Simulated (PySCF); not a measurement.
F2OS, charge +1, doublet (typed; the unrestricted solution is spin-contaminated), geometry from GFN2-xTB (a state made from the parent by changing its charge; the spin is typed, not shown lowest), with bond 4-2 at 1.25 times its length; HF/def2-SVP run with PySCF.

PySCF was given this input:
```python
from pyscf import gto, scf

mol = gto.M(
    atom='''
O     1.412777   -0.152744   -0.328451
S     0.175328   -0.006149    0.328915
F    -0.664628    1.263810   -0.187633
F    -1.172416   -1.394846   -0.213664
''',
    basis='def2-svp',
    charge=1,
    spin=1,
    verbose=4,
)

mf = scf.UHF(mol)
mf.kernel()
mo_i, mo_e, stable_i, stable_e = mf.stability(internal=True, external=True, return_status=True, nroots=6, tol=1e-6)
print('internally stable:', stable_i, ' externally stable:', stable_e)
if not stable_i:
    umf = mf.copy()
    umf.scf_summary = {}
    umf.kernel(umf.make_rdm1(mo_i, mf.mo_occ))
```

Output, abridged:

```
PySCF version 2.14.0

[INPUT] verbose = 4
[INPUT] num. atoms = 4
[INPUT] num. electrons = 41
[INPUT] charge = 1
[INPUT] spin (= nelec alpha-beta = 2S) = 1
[INPUT] symmetry False subgroup None
[INPUT] Mole.unit = angstrom
[INPUT] Symbol           X                Y                Z      unit          X                Y                Z       unit  Magmom
[INPUT]  1 O      1.412777000000  -0.152744000000  -0.328451000000 AA    2.669761605085  -0.288644327171  -0.620682435340 Bohr   0.0
[INPUT]  2 S      0.175328000000  -0.006149000000   0.328915000000 AA    0.331321901968  -0.011619925940   0.621559268261 Bohr   0.0
[INPUT]  3 F     -0.664628000000   1.263810000000  -0.187633000000 AA   -1.255964894717   2.388254773487  -0.354574981931 Bohr   0.0
[INPUT]  4 F     -1.172416000000  -1.394846000000  -0.213664000000 AA   -2.215545144058  -2.635876925945  -0.403766442679 Bohr   0.0

nuclear repulsion = 177.624430760121
number of shells = 26
number of NR pGTOs = 108
number of NR cGTOs = 60
basis = def2-svp
ecp = {}

******** <class 'pyscf.scf.uhf.UHF'> ********
method = UHF
initial guess = minao
damping factor = 0
level_shift factor = 0
DIIS = <class 'pyscf.scf.diis.CDIIS'>
diis_start_cycle = 1
diis_space = 8
diis_damp = 0
SCF conv_tol = 1e-09
SCF conv_tol_grad = None
SCF max_cycles = 50
direct_scf = True
direct_scf_tol = 1e-13
number electrons alpha = 21  beta = 20
Set gradient conv threshold to 3.16228e-05
init E= -671.094982000465

cycle= 1 E= -669.98939926037  delta_E= 1.11  |g|= 0.743  |ddm|= 1.74
cycle= 2 E= -670.097663487175  delta_E= -0.108  |g|= 0.736  |ddm|= 1.27
cycle= 3 E= -670.301766204944  delta_E= -0.204  |g|= 0.111  |ddm|= 0.545
cycle= 4 E= -670.320761912209  delta_E= -0.019  |g|= 0.0997  |ddm|= 0.169
cycle= 5 E= -670.334690683291  delta_E= -0.0139  |g|= 0.0797  |ddm|= 0.12
cycle= 6 E= -670.350105006659  delta_E= -0.0154  |g|= 0.0675  |ddm|= 0.153
cycle= 7 E= -670.368808881331  delta_E= -0.0187  |g|= 0.0295  |ddm|= 0.31
cycle= 8 E= -670.370107297311  delta_E= -0.0013  |g|= 0.0194  |ddm|= 0.0484
cycle= 9 E= -670.370783301701  delta_E= -0.000676  |g|= 0.0177  |ddm|= 0.0325
cycle= 10 E= -670.372340441724  delta_E= -0.00156  |g|= 0.0132  |ddm|= 0.0925
cycle= 11 E= -670.372804747323  delta_E= -0.000464  |g|= 0.012  |ddm|= 0.046
cycle= 12 E= -670.373936098325  delta_E= -0.00113  |g|= 0.00733  |ddm|= 0.0913
cycle= 13 E= -670.37442303651  delta_E= -0.000487  |g|= 0.0043  |ddm|= 0.063
cycle= 14 E= -670.374567211441  delta_E= -0.000144  |g|= 0.0029  |ddm|= 0.0384
cycle= 15 E= -670.37459807274  delta_E= -3.09e-05  |g|= 0.00219  |ddm|= 0.00886
cycle= 16 E= -670.374626935949  delta_E= -2.89e-05  |g|= 0.00197  |ddm|= 0.0113
cycle= 17 E= -670.374645742372  delta_E= -1.88e-05  |g|= 0.00184  |ddm|= 0.00623
cycle= 18 E= -670.374675526272  delta_E= -2.98e-05  |g|= 0.00163  |ddm|= 0.0106
cycle= 19 E= -670.374727487157  delta_E= -5.2e-05  |g|= 0.00125  |ddm|= 0.0235
cycle= 20 E= -670.374758797633  delta_E= -3.13e-05  |g|= 0.000887  |ddm|= 0.0202
cycle= 21 E= -670.374776120306  delta_E= -1.73e-05  |g|= 0.000543  |ddm|= 0.0197
cycle= 22 E= -670.374779805552  delta_E= -3.69e-06  |g|= 0.000372  |ddm|= 0.00818
cycle= 23 E= -670.374780962772  delta_E= -1.16e-06  |g|= 0.000264  |ddm|= 0.00428
cycle= 24 E= -670.374781381234  delta_E= -4.18e-07  |g|= 0.000191  |ddm|= 0.002
cycle= 25 E= -670.37478161113  delta_E= -2.3e-07  |g|= 0.000135  |ddm|= 0.00117
cycle= 26 E= -670.374781737563  delta_E= -1.26e-07  |g|= 0.000101  |ddm|= 0.000826
cycle= 27 E= -670.374781789879  delta_E= -5.23e-08  |g|= 8.49e-05  |ddm|= 0.000495
cycle= 28 E= -670.374781823215  delta_E= -3.33e-08  |g|= 7.17e-05  |ddm|= 0.000464
cycle= 29 E= -670.374781869864  delta_E= -4.66e-08  |g|= 5.47e-05  |ddm|= 0.000567
cycle= 30 E= -670.374781894353  delta_E= -2.45e-08  |g|= 4.65e-05  |ddm|= 0.000372
cycle= 31 E= -670.374781912032  delta_E= -1.77e-08  |g|= 4.16e-05  |ddm|= 0.000262
cycle= 32 E= -670.374781928487  delta_E= -1.65e-08  |g|= 3.73e-05  |ddm|= 0.000262
cycle= 33 E= -670.374781953135  delta_E= -2.46e-08  |g|= 2.9e-05  |ddm|= 0.000479
cycle= 34 E= -670.37478197378  delta_E= -2.06e-08  |g|= 1.96e-05  |ddm|= 0.000623
cycle= 35 E= -670.374781979822  delta_E= -6.04e-09  |g|= 1.36e-05  |ddm|= 0.000334
cycle= 36 E= -670.374781981699  delta_E= -1.88e-09  |g|= 1.09e-05  |ddm|= 0.000201
cycle= 37 E= -670.374781982251  delta_E= -5.52e-10  |g|= 8.69e-06  |ddm|= 9.02e-05
Extra cycle  E= -670.374781982423  delta_E= -1.72e-10  |g|= 8.1e-06  |ddm|= 1.27e-05
converged SCF energy = -670.374781982423  <S^2> = 1.0767956  2S+1 = 2.3037323
uhf_internal: lowest eigs of H = [0.03827765 0.04174668 0.11271819 0.19890511 0.28370587 0.34405876]
<class 'pyscf.scf.uhf.UHF'> wavefunction is stable in the internal stability analysis
uhf_real2complex: lowest eigs of H = [0.03279928 0.03453619 0.08353381 0.1770962  0.20489309 0.25787794]
<class 'pyscf.scf.uhf.UHF'> wavefunction is stable in the real -> complex stability analysis
uhf_external: lowest eigs of H = [-1.65685366e-06  1.79745880e-02  2.07678414e-02  4.45643425e-02
  6.35638821e-02  1.39065224e-01]
<class 'pyscf.scf.uhf.UHF'> wavefunction is stable in the UHF/UKS -> GHF/GKS stability analysis
internally stable: True  externally stable: True
```
